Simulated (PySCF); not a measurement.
## Frontier orbitals and the lowest excitations

Compound: C4H6OSi.
Z-matrix (Å and degrees, GFN2-xTB geometry), rows numbered from 1:
```
O 
C   1  1.2067
C   2  1.5208  1  122.89
C   3  1.4945  2  109.63  1  -179.93
C   4  1.3306  3  119.38  2    -0.10
Si  5  1.8771  4  112.75  3     0.07
H   3  1.0946  2  109.25  1   -57.82
H   3  1.0946  2  109.21  1    58.04
H   4  1.0830  3  117.21  2   179.92
H   5  1.0785  4  121.01  3  -179.97
H   6  1.4618  2  111.90  1    63.33
H   6  1.4619  2  111.87  1   -63.35
```

Method: PySCF, TDDFT CAM-B3LYP/def2-SVPD, vertical, gas phase, core orbitals frozen in the response.

Frontier orbitals with the atoms that hold most of them (Löwdin shares over 4%, at most four atoms; ? is withheld):

| orbital | ε (eV) | atoms |
| --- | --- | --- |
| HOMO-3 | -11.67 | Si6 29%, H12 17%, H11 17%, O1 16% |
| HOMO-2 | -10.82 | C5 29%, Si6 23%, C4 13%, C3 7% |
| HOMO-1 | -9.28 | ? |
| HOMO | ? | O1 48%, C2 17%, Si6 13%, C3 11% |
| LUMO | -0.25 | ? |
| LUMO+1 | 0.75 | C5 30%, C4 28%, Si6 10%, C3 7% |
| LUMO+2 | 1.06 | Si6 34%, C5 12%, C4 10%, H11 8% |

Problem. Which atoms hold the LUMO, and with what shares?

Solution. C2 (bonded to C, O and Si) 33%; O1 (bonded to C) 27%; Si6 (bonded to 2 C and 2 H) 12%; C3 (bonded to 2 C and 2 H) 8%. By element: carbon 41% or more, oxygen 27%, silicon 12%.

Problem. Give the leading atoms of the HOMO-1.

Solution. C5 (bonded to C, Si and H) 35%; C4 (bonded to 2 C and H) 32%; C3 (bonded to 2 C and 2 H) 8%; Si6 (bonded to 2 C and 2 H) 7%. By element: carbon 75% or more, silicon 7%.

Problem. What is the HOMO energy, and the HOMO–LUMO gap?

Solution. ε(HOMO) = -8.09 eV; the gap is 7.85 eV (0.2884 hartree).

Problem. How does S1 compare with the orbital gap of 7.85 eV?

Solution. S1 is at 3.23 eV (f = 0.0006), 4.62 eV below the gap, made of HOMO→LUMO (94%). 

Problem. One configuration dominates each of S1, S2, S3, S6 and S7. Which, and how do the shares of the two leading atoms of either orbital change from the occupied to the empty one?

Solution. 
- S1 (3.23 eV, f 0.0006), HOMO→LUMO (94%): O1 48% → 27%, C2 17% → 33%
- S2 (5.60 eV, f 0.0001), HOMO→LUMO+1 (92%): O1 48% → at most 7%, C2 17% → at most 7%, C5 at most 11% → 30%, C4 at most 11% → 28%
- S3 (5.85 eV, f 0.016), HOMO-1→LUMO (97%): C5 35% → at most 8%, C4 32% → at most 8%, C2 at most 8% → 33%, O1 at most 8% → 27%
- S6 (7.09 eV, f 0.0038), HOMO-2→LUMO (85%): C5 29% → at most 8%, Si6 23% → 12%, C2 at most 7% → 33%, O1 at most 7% → 27%
- S7 (7.10 eV, f 0.115), HOMO-1→LUMO+1 (74%): C5 35% → 30%, C4 32% → 28%

Löwdin shares depend on the basis, the more so with diffuse functions.

Hardware: an Arm Neoverse N1 with one thread, shared host with 64 logical CPUs at a one-minute load of 60. Cost: 49 s of wall time (with the writing of density and orbital grids), 0.75 GiB resident at most.
